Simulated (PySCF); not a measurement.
PySCF input for Si(H)(OH)(SH)2 (H₄OS₂Si), SMILES O[SiH](S)S, TDA-PBE0/def2-SVPD. The structure is a stationary point at PBE-D3(BJ)/def2-SVP. Other conformers were not sampled.

```python
import numpy as np
from pyscf import gto, scf, dft, tdscf

mol = gto.M(
    atom='''
    Si   -0.59632867   -0.01165181    0.05265595
    O    -0.91910560    0.10135099    1.69657043
    S     0.51155782    1.62139327   -0.81748383
    S     0.71493264   -1.69332634   -0.12692937
    H    -1.89061986   -0.11267498   -0.70779303
    H    -1.60210768    0.75399563    1.93474756
    H    -0.59798056    2.17259118   -1.38577793
    H     0.16830689   -2.31066504    0.95968778
    ''',
    basis='def2-SVPD',
    charge=0,
    spin=0,
    max_memory=1600,
    verbose=4,
)
mf = dft.RKS(mol, xc='pbe0').density_fit(auxbasis='def2-universal-jkfit')
mf.grids.level = 3
mf.conv_tol = 1e-9
mf.max_cycle = 100
mf.kernel()
mf.grids = dft.Grids(mol).set(level=1).build(with_non0tab=True)  # coarser grid for the response kernel
td = tdscf.TDA(mf)
td.singlet = True
td.nstates = 10
td.conv_tol = 1e-4
td.kernel(x0=td.get_init_guess(mf, 15))
td.analyze()
tt = tdscf.TDA(mf)
tt.singlet = False
tt.nstates = 4
tt.conv_tol = 1e-4
tt.kernel(x0=tt.get_init_guess(mf, 9))
tt.analyze(verbose=3)
```

Log of the run:

```
PySCF version 2.14.0

[INPUT] verbose = 4
[INPUT] num. atoms = 8
[INPUT] num. electrons = 58
[INPUT] charge = 0
[INPUT] spin (= nelec alpha-beta = 2S) = 0
[INPUT] symmetry False subgroup None
[INPUT] Mole.unit = angstrom
[INPUT] Symbol           X                Y                Z      unit          X                Y                Z       unit  Magmom
[INPUT]  1 Si    -0.596328670000  -0.011651810000   0.052655950000 AA   -1.126897866526  -0.022018729755   0.099505324329 Bohr   0.0
[INPUT]  2 O     -0.919105600000   0.101350990000   1.696570430000 AA   -1.736857863554   0.191525613554   3.206053463736 Bohr   0.0
[INPUT]  3 S      0.511557820000   1.621393270000  -0.817483830000 AA    0.966704176680   3.063989220513  -1.544820549961 Bohr   0.0
[INPUT]  4 S      0.714932640000  -1.693326340000  -0.126929370000 AA    1.351026887112  -3.199923022112  -0.239861746464 Bohr   0.0
[INPUT]  5 H     -1.890619860000  -0.112674980000  -0.707793030000 AA   -3.572753741064  -0.212924853291  -1.337534979576 Bohr   0.0
[INPUT]  6 H     -1.602107680000   0.753995630000   1.934747560000 AA   -3.027544737262   1.424845239819   3.656143008571 Bohr   0.0
[INPUT]  7 H     -0.597980560000   2.172591180000  -1.385777930000 AA   -1.130019486214   4.105602310846  -2.618740757167 Bohr   0.0
[INPUT]  8 H      0.168306890000  -2.310665040000   0.959687780000 AA    0.318053926977  -4.366524091207   1.813547069292 Bohr   0.0

nuclear repulsion = 278.543312944344
number of shells = 57
number of NR pGTOs = 205
number of NR cGTOs = 133
basis = def2-SVPD
ecp = {}


[settings echo left out]
init E= -1162.90869880293
  HOMO = -0.307128352716372  LUMO = -0.0387639035852711  gap/eV = 7.30257
cycle= 1 E= -1162.65353058547  delta_E= 0.255  |g|= 0.677  |ddm|= 3.39
  HOMO = -0.222474304767228  LUMO = -0.0160443834173383  gap/eV = 5.61724
cycle= 2 E= -1162.48977750197  delta_E= 0.164  |g|= 1.13  |ddm|= 1.82
  HOMO = -0.276568667957166  LUMO = -0.0139876877243434  gap/eV = 7.14519
cycle= 3 E= -1162.74824197292  delta_E= -0.258  |g|= 0.0942  |ddm|= 1.13
  HOMO = -0.287369340130174  LUMO = -0.0128736284879589  gap/eV = 7.46941
cycle= 4 E= -1162.75027948721  delta_E= -0.00204  |g|= 0.0391  |ddm|= 0.184
  HOMO = -0.284481426698279  LUMO = -0.01275975449773  gap/eV = 7.39392
cycle= 5 E= -1162.75076048498  delta_E= -0.000481  |g|= 0.00576  |ddm|= 0.0712
  HOMO = -0.28399926792487  LUMO = -0.0124105285234628  gap/eV = 7.39031
cycle= 6 E= -1162.75077065105  delta_E= -1.02e-05  |g|= 0.00192  |ddm|= 0.0137
  HOMO = -0.284175726272712  LUMO = -0.012511099999311  gap/eV = 7.39237
cycle= 7 E= -1162.75077181972  delta_E= -1.17e-06  |g|= 0.000408  |ddm|= 0.00438
  HOMO = -0.2841597483973  LUMO = -0.0125093533807727  gap/eV = 7.39198
cycle= 8 E= -1162.75077187677  delta_E= -5.7e-08  |g|= 0.000101  |ddm|= 0.00108
  HOMO = -0.284159004226012  LUMO = -0.0125080964104516  gap/eV = 7.39200
cycle= 9 E= -1162.75077188025  delta_E= -3.48e-09  |g|= 2e-05  |ddm|= 0.000218
  HOMO = -0.284159453778225  LUMO = -0.0125083857566115  gap/eV = 7.39200
cycle= 10 E= -1162.75077188037  delta_E= -1.14e-10  |g|= 5.91e-06  |ddm|= 4.66e-05
  HOMO = -0.284159723186361  LUMO = -0.0125085464194696  gap/eV = 7.39201
Extra cycle  E= -1162.75077188037  delta_E= -3.18e-12  |g|= 6.15e-06  |ddm|= 2.02e-05
converged SCF energy = -1162.75077188037
tot grids = 34112


******** <class 'pyscf.tdscf.rks.TDA'> for <class 'pyscf.df.df_jk.DFRKS'> ********
nstates = 10 singlet
deg_eia_thresh = 1.000e-03
wfnsym = None
conv_tol = 0.0001
eigh lindep = 1e-12
eigh level_shift = 0
eigh max_cycle = 100


Excitation energies (eV)
[6.07123705 6.18389561 6.48441063 6.5790021  6.67463439 6.82565846
 6.96600336 6.99375042 7.06491217 7.30569702]

** Singlet excitation energies and oscillator strengths **
Excited State   1:      6.07124 eV    204.22 nm  f=0.0085
      28 -> 30        0.61461
      28 -> 31        0.21870
      28 -> 32       -0.17144
      28 -> 33        0.12771
      28 -> 34       -0.11772
Excited State   2:      6.18390 eV    200.50 nm  f=0.0070
      29 -> 30       -0.40513
      29 -> 31       -0.42920
      29 -> 33        0.16947
      29 -> 34       -0.32396
Excited State   3:      6.48441 eV    191.20 nm  f=0.0273
      29 -> 30       -0.52866
      29 -> 31        0.32532
      29 -> 33       -0.27962
Excited State   4:      6.57900 eV    188.45 nm  f=0.0396
      29 -> 31       -0.26572
      29 -> 32       -0.56314
      29 -> 33       -0.30149
Excited State   5:      6.67463 eV    185.75 nm  f=0.0654
      28 -> 30        0.27477
      28 -> 31       -0.21871
      28 -> 32        0.38599
      28 -> 33       -0.44130
Excited State   6:      6.82566 eV    181.64 nm  f=0.0136
      28 -> 31       -0.40098
      28 -> 32       -0.28101
      28 -> 34        0.13587
      29 -> 31       -0.20690
      29 -> 32        0.22968
      29 -> 33       -0.32202
Excited State   7:      6.96600 eV    177.98 nm  f=0.0111
      28 -> 31       -0.12135
      28 -> 32       -0.37787
      28 -> 33       -0.32349
      28 -> 34        0.21764
      29 -> 31        0.20916
      29 -> 32       -0.24698
      29 -> 33        0.16510
      29 -> 34       -0.20492
Excited State   8:      6.99375 eV    177.28 nm  f=0.0199
      28 -> 31        0.38112
      28 -> 32       -0.18241
      28 -> 33       -0.38305
      29 -> 31       -0.15224
      29 -> 32        0.21837
      29 -> 33       -0.14766
      29 -> 34        0.22057
Excited State   9:      7.06491 eV    175.49 nm  f=0.0460
      27 -> 30        0.13288
      28 -> 31        0.13363
      29 -> 30        0.15587
      29 -> 31        0.10642
      29 -> 33       -0.36666
      29 -> 34       -0.50235
Excited State  10:      7.30570 eV    169.71 nm  f=0.0057
      28 -> 30        0.10982
      28 -> 31        0.11705
      28 -> 32        0.20449
      28 -> 33        0.13305
      28 -> 34        0.63412

** Transition electric dipole moments (AU) **
state          X           Y           Z        Dip. S.      Osc.
  1        -0.1091      0.0614      0.2040      0.0573      0.0085
  2         0.0624     -0.2048      0.0109      0.0460      0.0070
  3         0.1251     -0.3909     -0.0611      0.1721      0.0273
  4        -0.4095     -0.1439     -0.2398      0.2459      0.0396
  5        -0.2526      0.3199      0.4834      0.3998      0.0654
  6        -0.1246     -0.2554      0.0270      0.0815      0.0136
  7        -0.1054     -0.2319     -0.0167      0.0652      0.0111
  8         0.1428      0.3085      0.0270      0.1163      0.0199
  9        -0.0467      0.4590     -0.2298      0.2657      0.0460
 10        -0.1190      0.1328      0.0123      0.0319      0.0057

** Transition velocity dipole moments (imaginary part, AU) **
state          X           Y           Z        Dip. S.      Osc.
  1        -0.0164      0.0343      0.0607      0.0051      0.0153
  2        -0.0128     -0.0426     -0.0060      0.0020      0.0059
  3         0.0177     -0.0479     -0.0041      0.0026      0.0073
  4        -0.0906     -0.0525     -0.0633      0.0150      0.0413
  5        -0.0371      0.0657      0.1011      0.0159      0.0433
  6         0.0127     -0.0454     -0.0098      0.0023      0.0062
  7        -0.0097     -0.0575     -0.0228      0.0039      0.0102
  8         0.0223      0.0481      0.0160      0.0031      0.0080
  9        -0.0039      0.0835     -0.0532      0.0098      0.0252
 10        -0.0223      0.0069     -0.0094      0.0006      0.0016

** Transition magnetic dipole moments (imaginary part, AU) **
state          X           Y           Z
  1        -0.6122     -0.1344     -0.1628
  2        -0.3894      0.0753      0.2783
  3        -0.1206      0.1965      0.1556
  4        -0.3326     -0.1834      0.6984
  5        -0.4246     -0.0322     -0.2407
  6         0.2889     -0.1627      0.4127
  7        -0.0275      0.0475     -0.4155
  8        -0.1680     -0.1709      0.0603
  9        -0.1917      0.2352      0.5943
 10        -0.3626     -0.1311     -0.3344


******** <class 'pyscf.tdscf.rks.TDA'> for <class 'pyscf.df.df_jk.DFRKS'> ********
nstates = 4 triplet
deg_eia_thresh = 1.000e-03
wfnsym = None
conv_tol = 0.0001
eigh lindep = 1e-12
eigh level_shift = 0
eigh max_cycle = 100


Excitation energies (eV)
[5.61930311 5.73416304 6.04286597 6.17883907]

** Triplet excitation energies and oscillator strengths **
Excited State   1:      5.61930 eV    220.64 nm  f=0.0000
Excited State   2:      5.73416 eV    216.22 nm  f=0.0000
Excited State   3:      6.04287 eV    205.17 nm  f=0.0000
Excited State   4:      6.17884 eV    200.66 nm  f=0.0000
```

The run converged.
